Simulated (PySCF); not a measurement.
CClF, SMILES F[C]Cl (connectivity only; charge and spin as stated), neutral, multiplicity 1.

The structure is a stationary point at ωB97X-D3(BJ)/def2-TZVP. The isomer is the one that the SMILES or the coordinates give; other isomers of the formula were not compared.

Level of theory: PySCF 2.14.0 with ωB97X-D3(BJ)/def2-TZVP.

Frequencies are harmonic and unscaled.

Question: Give all harmonic wavenumbers and intensities. (The exact figures need the calculation; the answer reports its results.)

Answer: 
```csv
mode,ν (cm⁻¹),IR (km/mol),moving atoms (share of kinetic energy)
1,464,10.2,"F 51 %, Cl 39 %, C 10 %"
2,784,248.9,"C 81 %, Cl 14 %"
3,1205,260.7,"C 61 %, F 38 %"
```
